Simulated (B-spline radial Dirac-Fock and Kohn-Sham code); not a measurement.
Z = 40 (zirconium), transition energy 136 keV. Level of theory: a Dirac-Hartree-Slater potential of the neutral atom with a Latter tail (no hole, which puts coefficients of high multipoles low close above an edge), finite nucleus with surface currents; a radial finite-basis atomic code. Subshells that would emit electrons below 1 keV are left out.

Question: A pure transition shows α(K) = 1.92, L1/L2 = 0.938 and L1/L3 = 0.857. What is its multipolarity?
A. M3
B. E1
C. E2
D. M1
E. M4
F. E3
G. E4
H. M2

Answer: F. For comparison, α(K), L1/L2, L1/L3 are E1 0.0409, 18.3, 11.8; E2 0.307, 3.60, 2.91; E4 11.4, 0.338, 0.326; M1 0.0769, 20.3, 59.3; M2 0.600, 11.1, 13.2; M3 4.18, 6.99, 3.73; M4 29.0, 4.94, 1.70.

Values without a named source are computed, but for edge energies of neutral atoms, which are taken from tables.
